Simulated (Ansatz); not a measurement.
Basis-set extrapolation for F2H4Si2, SMILES `F[SiH2][SiH2]F` (PBE0-D4/def2-TZVP geometry, frozen core, the Gaussian-basis code of Ansatz). Multiplicity 1, RHF reference.

```tsv
	def2-TZVPP	def2-QZVPP
HF	-779.305651	-779.334088
MP2 correlation	-0.741919	-0.810347
CCSD(T) correlation	-0.799663	not run
```

Energies in hartree. Use E(X) = E(∞) + A·exp(−7.88·√X) for Hartree–Fock and E(X) = E(∞) + B·X^(−2.97) for correlation, with X = 3 and 4, and add CCSD(T) minus MP2 of the smaller set to the MP2 limit.

**Question.** What is the CCSD(T) energy at the basis-set limit?

**Answer.** HF limit: -779.334088 + (-0.028437) × 0.13774 = -779.33800. MP2 limit: -0.810347 + (-0.068428) × 0.74074 = -0.86103. Higher-order term: -0.799663 − (-0.741919) = -0.05774. Total: -780.25677 hartree, 397.6 kJ/mol below CCSD(T)/def2-TZVPP.
